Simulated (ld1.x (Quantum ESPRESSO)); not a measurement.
Zn (Z = 30): one change to a TM potential, before and after

- Element: zinc
- Generator: ld1.x (Quantum ESPRESSO) 7.5
- Type: norm-conserving Troullier–Martins (Kleinman–Bylander form)
- Functional: PBE
- Relativity: scalar-relativistic
- Frozen core: [Ar] 3d10
- Valence charge: 2
- Reference configuration: 4s1.5 4p0.5
- Partial waves: 4s (bound): rc 2.10 bohr; 4d channel at 0.25 Ry: rc 3.15 bohr; 4p (bound): rc 2.95 bohr
- Local potential: the p channel
- Core correction: Bessel-smoothed model core inside 1.85 bohr

Change: type TM semilocal; local potential the s channel.

Cutoffs: the cutoffs (Ry, on a coarse ladder) from which the occupation-weighted sum of valence levels, in a spherical-Bessel basis at the reference potential, stays within 10 and 1 mRy of its value at 400 Ry; they do not see the model core or the augmentation charge, which bear on the density cutoff. Errors are all-electron minus pseudo energies relative to the spin-unpolarised reference configuration.

Problem. How do hardness, ghosts and transferability respond?

Solution. The potential gets neither clearly harder nor softer (10 Ry and 30 Ry → 10 Ry and 30 Ry); the bound ghost in s disappears; the errors of the 6 common tests hardly move. A semilocal file is local in each channel, so a ghost entry of none says nothing of the separable form that plane-wave codes build from it.

```csv
quantity,base,changed
"cutoff, loose",10 Ry,10 Ry
"cutoff, tight",30 Ry,30 Ry
loose cutoff by channel (10 mRy a level),"s 10 Ry, p 6 Ry","p 6 Ry, s 8 Ry"
bound ghosts,s,none
"error for 4s2 4p0, meV [ΔE -2.49 eV]",-8.5,-7.7
"error for 4s1 4p0, meV [ΔE 7.40 eV]",-64,-61
"error for 4s1.5 4p0, meV [ΔE 1.45 eV]",-4.7,-4.5
"error for 4s0 4p2, meV [ΔE 8.07 eV]",-63,-63
"error for 4s1 4p1, meV [ΔE 2.60 eV]",-8.0,-7.6
"error for 4s0 4p1, meV [ΔE 13.73 eV]",-153,-152
s: phases at 3.38 bohr within 0.05 rad from the reference energy up to (Ry; the scan ends near 5),1.2,1.3
p: phases at 3.38 bohr within 0.05 rad from the reference energy up to (Ry; the scan ends near 5),1.7,1.7
d: phases at 3.38 bohr within 0.05 rad from the reference energy up to (Ry; the scan ends near 5),0.7,0.6
```

 A true bound ghost makes a file unfit for plane-wave use even where its test errors are small: the radial tests pick states by their node count and pass the ghost by.
